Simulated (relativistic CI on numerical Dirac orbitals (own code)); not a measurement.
Level scheme of Dy46+

These numbers are calculated, not measured: Dirac-Coulomb-Breit CI, orbitals from a KLI potential per configuration, model QED (radiative potential, 1s self-energy scaled to tabulated hydrogen-like ionisation energies), unscaled Slater integrals (own radial code, finite nucleus).

Configurations in the expansion (outside the closed core [Ne]): 3s2.3p6.3d2, 3s2.3p5.3d3, 3s.3p6.3d3, 3s2.3p6.3d.4s, 3s2.3p6.3d.4p, 3s2.3p6.3d.4d, 3s2.3p5.3d2.4s, 3s2.3p6.3d.4f, 3s2.3p5.3d2.4p, 3s2.3p5.3d2.4d, 3s.3p6.3d2.4s, 3p6.3d3.4p, 3s.3p6.3d2.4p, 3s2.3p6.4s2, 3s2.3p6.4s.4p, 3s2.3p6.3d.5s, 3s2.3p6.3d.5d, 3s2.3p6.3d.5g, 3p6.3d4, 3p5.3d5, 3p5.3d4.4s, 3p6.3d3.4s, 3p5.3d3.4s2, 3s2.3p6.4p2, 3s2.3p5.4s.4p2, 3s2.3p6.4s.4d, 3s2.3p5.4s2.4d, 3s.3p6.3d.4s2, 3s.3p6.4s2.4p, 3s.3p6.4s2.4d. Double excitations out of closed p, d and f shells are left out; levels of such configurations are missing from the list, as are those of other unlisted configurations, and high levels can miss mixing partners. These lack a partner that the ground configuration has and come out too high: 3s2.3p5.3d2.4p, 3s2.3p5.3d2.4d.

The lowest level is 3s2.3p6.3d2 3F_2, with 76 % of that term; Hund's rules for 3s2.3p6.3d2 give 3F with J = 2, in agreement.

```csv
No.,Configuration,Term,J,E (eV),%,Next component (%),Landé g
1,3s2.3p6.3d2,3F,2,0.000,76,21 1D,0.751
2,3s2.3p6.3d2,3P,0,20.007,74,26 1S,
3,3s2.3p6.3d2,3F,3,40.891,100,,1.074
4,3s2.3p6.3d2,3P,2,50.251,49,32 1D,1.172
5,3s2.3p6.3d2,1G,4,52.751,63,37 3F,1.084
6,3s2.3p6.3d2,3P,1,54.198,100,,1.492
7,3s2.3p6.3d2,3F,4,89.494,63,37 1G,1.149
8,3s2.3p6.3d2,3P,2,96.184,48,46 1D,1.216
9,3s2.3p6.3d2,1S,0,118.800,74,26 3P,
10,3s2.3p5.3d3,3D°,2,232.666,26,23 5F°,1.097
11,3s2.3p5.3d3,5D°,1,235.829,33,22 5F°,0.981
12,3s2.3p5.3d3,5D°,0,240.041,61,35 3P°,
13,3s2.3p5.3d3,3F°,3,242.397,24,18 3G°,1.050
14,3s2.3p5.3d3,5F°,3,266.323,37,28 5D°,1.289
15,3s2.3p5.3d3,5G°,4,270.964,35,29 5F°,1.208
16,3s2.3p5.3d3,5S°,2,271.985,34,20 3P°,1.632
17,3s2.3p5.3d3,3F°,2,274.348,40,36 5D°,1.043
18,3s2.3p5.3d3,5D°,1,276.333,40,35 3D°,0.924
19,3s2.3p5.3d3,3G°,5,278.227,28,27 3H°,1.174
20,3s2.3p5.3d3,3G°,3,279.069,42,29 3F°,1.022
21,3s2.3p5.3d3,3F°,4,280.147,33,18 3G°,1.127
22,3s2.3p5.3d3,3H°,6,280.180,44,22 3I°,1.128
23,3s2.3p5.3d3,3P°,0,280.568,45,30 5D°,
24,3s2.3p5.3d3,3G°,4,285.707,35,18 1G°,1.091
25,3s2.3p5.3d3,3G°,3,287.325,24,21 5D°,1.172
26,3s2.3p5.3d3,3D°,2,287.566,32,24 1D°,1.204
27,3s2.3p5.3d3,3S°,1,288.221,35,25 3P°,1.648
28,3s2.3p5.3d3,3G°,5,293.053,33,27 1H°,1.093
29,3s2.3p5.3d3,5D°,4,300.916,43,24 3F°,1.268
30,3s2.3p5.3d3,3P°,2,305.294,33,20 3D°,1.279
31,3s2.3p5.3d3,3G°,4,311.647,30,26 5F°,1.191
32,3s2.3p5.3d3,3D°,3,312.195,33,20 5P°,1.226
33,3s2.3p5.3d3,3D°,1,313.038,33,23 3P°,0.835
34,3s2.3p5.3d3,5G°,5,315.036,31,25 5F°,1.197
35,3s2.3p5.3d3,3D°,2,315.571,29,21 3F°,1.070
36,3s2.3p5.3d3,3F°,2,316.306,57,13 5D°,0.907
37,3s2.3p5.3d3,5G°,6,317.938,53,26 3I°,1.181
38,3s2.3p5.3d3,3G°,3,318.355,63,19 1F°,0.897
39,3s2.3p5.3d3,3G°,3,323.313,26,22 3D°,1.145
40,3s2.3p5.3d3,3G°,5,324.086,31,30 3H°,1.151
41,3s2.3p5.3d3,3P°,1,324.656,64,14 5D°,1.473
42,3s2.3p5.3d3,3D°,2,324.898,32,19 3P°,1.341
43,3s2.3p5.3d3,3I°,7,324.928,100,,1.134
44,3s2.3p5.3d3,3F°,4,326.454,44,24 3G°,1.169
45,3s2.3p5.3d3,3D°,3,329.663,39,19 3F°,1.264
46,3s2.3p5.3d3,3F°,4,334.775,48,20 3H°,1.133
47,3s2.3p5.3d3,3F°,3,335.058,43,31 3D°,1.223
48,3s2.3p5.3d3,3D°,1,335.144,60,13 3P°,0.797
49,3s2.3p5.3d3,3H°,6,335.804,68,25 1I°,1.107
50,3s2.3p5.3d3,3G°,5,337.080,71,13 1H°,1.135
51,3s2.3p5.3d3,1G°,4,337.122,38,23 3G°,1.136
52,3s2.3p5.3d3,3P°,0,339.768,79,18 5D°,
53,3s2.3p5.3d3,3D°,1,342.240,49,26 1P°,0.850
54,3s2.3p5.3d3,1D°,2,342.240,42,33 3F°,1.002
55,3s2.3p5.3d3,3G°,3,347.922,26,22 3D°,1.119
56,3s2.3p5.3d3,3F°,4,350.725,45,34 3G°,1.131
57,3s2.3p5.3d3,1D°,2,353.701,26,24 5D°,1.164
58,3s2.3p5.3d3,3P°,1,357.101,41,25 3D°,1.217
59,3s2.3p5.3d3,1H°,5,357.913,44,39 3G°,1.061
60,3s2.3p5.3d3,1F°,3,360.873,32,28 3F°,1.116
61,3s2.3p5.3d3,3H°,6,362.055,54,29 5G°,1.181
62,3s2.3p5.3d3,3P°,2,363.215,30,27 3D°,1.170
63,3s2.3p5.3d3,3D°,2,363.902,49,19 3P°,1.235
64,3s2.3p5.3d3,3D°,1,365.214,22,20 3S°,1.442
65,3s2.3p5.3d3,1G°,4,366.418,29,29 3G°,1.086
66,3s2.3p5.3d3,3F°,3,367.596,37,20 1F°,1.047
67,3s2.3p5.3d3,3P°,0,369.714,54,34 1S°,
68,3s2.3p5.3d3,3D°,2,371.802,47,17 1D°,1.041
69,3s2.3p5.3d3,3G°,5,372.159,47,17 5F°,1.150
70,3s2.3p5.3d3,3D°,3,372.796,38,27 1F°,1.143
```

Energies count from the lowest computed level; ° marks odd parity.

The mean weight of the leading LS term, summed over parents, in these 70 levels is 46 %, and that of the leading jj configuration (from the same eigenvectors) 90 %, so jj coupling describes them better and the LS labels are nominal.

At this charge energies of transitions that change n are usually good to better than 1 %, and those within a shell (Δn = 0) to a few per cent.

LS names give the leading component of a level, which can be under half, so a name can repeat, a term be missing and a line seem to break the LS rules.
